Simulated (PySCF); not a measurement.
## Where the electron goes

Compound: C4H9F3N2.
Z-matrix (Å and degrees, PBE0-D3(BJ)/def2-SVP geometry), rows numbered from 1:
```
C 
N   1  1.4432
N   2  1.3944  1  112.99
C   3  1.4426  2  114.69  1    85.26
C   3  1.4366  2  112.70  1  -140.40
C   5  1.5131  3  112.43  2   135.93
F   6  1.3304  5  112.02  3   -59.82
F   6  1.3387  5  110.00  3  -179.62
F   6  1.3408  5  112.39  3    61.17
H   1  1.1007  2  108.76  3  -178.66
H   1  1.0996  2  109.24  3    63.35
H   1  1.1096  2  114.76  3   -57.78
H   2  1.0244  1  110.98  3   125.25
H   4  1.0980  3  110.15  2  -175.77
H   4  1.1003  3  110.06  2   -57.43
H   4  1.1137  3  112.48  2    63.49
H   5  1.1099  3  114.16  2  -101.54
H   5  1.0973  3  107.97  2    18.34
```

Level of theory: TDDFT CAM-B3LYP/def2-SVPD, vertical, gas phase, core orbitals frozen in the response in PySCF 2.14.0, density-fitted response routines.

Kohn–Sham orbitals with the atoms that hold most of them (Löwdin shares over 4%, at most four atoms; ? is withheld):

```
orbital  ε (eV)                             atoms
 HOMO-3  -12.32   C5 21%, C4 19%, H15 11%, H18 9%
 HOMO-2  -12.05    C1 17%, C4 10%, H10 10%, C5 9%
 HOMO-1   -8.54                                 ?
   HOMO   -8.33       N3 55%, N2 9%, C4 8%, C5 7%
   LUMO    1.20                                 ?
 LUMO+1    1.83  C1 20%, H10 11%, H17 10%, H12 8%
 LUMO+2    1.97   C6 11%, F7 11%, H16 11%, H13 9%
```

Q: Give the leading atoms of the HOMO-1.

A: N2 (bonded to C, N and H) 57%; C1 (bonded to N and 3 H) 12%; N3 (bonded to 2 C and N) 8%; H12 (bonded to C) 6%. By element: nitrogen 65%, carbon 12% or more, hydrogen 6% or more.

Q: Which atoms hold the LUMO, and with what shares?

A: C4 (bonded to N and 3 H) 18%; C1 (bonded to N and 3 H) 14%; H13 (bonded to N) 10%; H16 (bonded to C) 7%. By element: carbon 32% or more, hydrogen 17% or more.

Q: How does S1 compare with the orbital gap of 9.53 eV?

A: S1 is at 6.51 eV (f = 0.0033), 3.02 eV below the gap, made of HOMO-1→LUMO (60%), HOMO→LUMO (17%), HOMO-1→LUMO+3 (9%). Its leading pair isn't HOMO and LUMO; the energies of that pair differ by 9.74 eV. 

Next come S2 at 6.65 eV (f 0.046), HOMO→LUMO (74%), HOMO-1→LUMO (16%); S3 at 7.42 eV (f 0.026), HOMO-1→LUMO+2 (24%), HOMO-1→LUMO+1 (24%), HOMO→LUMO+1 (14%); S4 at 7.50 eV (f 0.056), HOMO→LUMO+1 (26%), HOMO-1→LUMO+1 (16%), HOMO→LUMO+2 (16%); S5 at 7.59 eV (f 0.065), HOMO→LUMO+1 (43%), HOMO→LUMO+2 (36%), HOMO→LUMO+4 (8%).

Löwdin shares depend on the basis, the more so with diffuse functions.

The run took 9.2 min on Arm Neoverse N1, one thread (shared host), and the process peaked at 1.3 GiB of memory.

One conformer stands for the species.

Without π bonds the low states are Rydberg-like; a valence basis with one diffuse set may place them up to an eV too high.
